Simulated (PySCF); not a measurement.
Compound: C4H13OPSi2.
Z-matrix (Å and degrees, PBE0-D3(BJ)/def2-SVP geometry), rows numbered from 1:
```
C 
C   1  1.5025
O   2  1.2113  1  121.94
C   2  1.5106  1  117.46  3   179.45
P   4  1.8750  2  111.50  1   146.77
Si  5  2.2735  4   98.46  2    61.48
C   5  1.8678  4   99.35  2   161.59
Si  7  1.8898  5  112.09  4   170.04
H   1  1.1011  2  110.74  3  -129.89
H   1  1.1024  2  109.08  3   112.81
H   1  1.0968  2  110.11  3    -7.39
H   4  1.1063  2  107.18  1   -92.15
H   4  1.1018  2  111.14  1    24.23
H   6  1.4972  5  111.00  4    26.26
H   6  1.5013  5  105.19  4   141.72
H   6  1.4867  5  113.50  4  -100.65
H   7  1.1041  5  107.28  4    53.76
H   7  1.1040  5  113.18  4   -63.96
H   8  1.4931  7  111.42  5    53.24
H   8  1.4939  7  109.43  5   -66.97
H   8  1.4960  7  109.72  5   173.67
```

The closed-shell ground state was solved at several levels (PySCF, density fitting, gas phase, non-relativistic).

```json
{"level": "wB97X-D/pcSseg-1", "basis functions": "222", "total energy (Eh)": "-1155.6597", "HOMO (eV)": "-8.55", "LUMO (eV)": "0.98", "gap (eV)": "9.53", "dipole (D)": "3.87"}
{"level": "PBE0/pcSseg-1", "basis functions": "222", "total energy (Eh)": "-1155.0939", "HOMO (eV)": "-6.74", "LUMO (eV)": "-0.87", "gap (eV)": "5.87", "dipole (D)": "3.88"}
```

Estimate the row for B3LYP/def2-SVPD, a basis of 279 functions; the other rows only guide the guess.

Total energy -1155.4264 Eh, HOMO -6.51 eV, LUMO -1.23 eV, gap 5.28 eV, dipole 3.87 D.

Over all these levels, which gives the widest orbital gap and which the narrowest?

wB97X-D/pcSseg-1 (range-separated hybrid) has the widest, 9.53 eV, and B3LYP/def2-SVPD (global hybrid, 20 % exact exchange) the narrowest, 5.28 eV. Functional and basis both differ between the two, so the spread mixes both effects.

How far do the dipole and the HOMO energy spread over the levels?

The dipole runs from 3.87 to 3.88 D (mean 3.87 D) and the HOMO from -8.55 to -6.51 eV.

One conformer stands for the species.

wB97X-D is run here without its empirical dispersion term; that term would change no orbital, density or response property at a fixed geometry.
